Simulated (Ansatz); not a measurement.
Born–Oppenheimer molecular dynamics of Cl2H2Sn (5 atoms, charge 0, multiplicity 1). It starts from a relaxed structure.

Computed with RKS PBE/def2-SVP in Ansatz 0.2.0.

```
ensemble        : NVT, Langevin thermostat
time step       : 0.5 fs
steps asked     : 250
set temperature : 100 K
friction        : 0.02 /fs
seed            : 526340
```

First frame:

```xyz
5
Properties=species:S:1:pos:R:3
Sn 0.044 0.000 0.032
H -0.094 0.000 1.746
H 1.615 0.000 -0.670
Cl -1.098 1.908 -0.776
Cl -1.098 -1.908 -0.776
```

Problem. What does the run give?

Solution. All steps were run.

```yaml
steps_done: 250
time_covered: 125 fs
mean_temperature_over_the_second_half: 131 K
spread_of_the_potential_energy_over_the_second_half: 3.0 meV per atom
mean_potential_energy_of_the_second_half_above_the_start: 7.5 meV per atom
```

The mean temperature of the second half is 31 % above the set value. A run of 0.12 ps of so small a system gives no equilibrium averages.

Problem. What happens to the structure?

Solution. The same pairs are bonded in the first frame and the last. Pairs count as bonded within 1.25 times the sum of covalent radii (0.12 Å more for H–H). Another seed would give other details.

Problem. How do temperature and energy run in time?

Solution. 
```
time (fs)  T (K)  potential energy less start (eV)
        0     80                             0.000
       10     52                             0.023
       20     51                             0.028
       30     51                             0.025
       40     64                             0.029
       50     89                             0.029
       60     74                             0.047
       70    137                             0.030
       80    149                             0.018
       90     98                             0.048
      100    112                             0.056
      110    112                             0.064
      120    172                             0.034
```

The run took 6 min on 1 thread of Arm Neoverse V2 (shared host), peak memory 0.1 GiB.
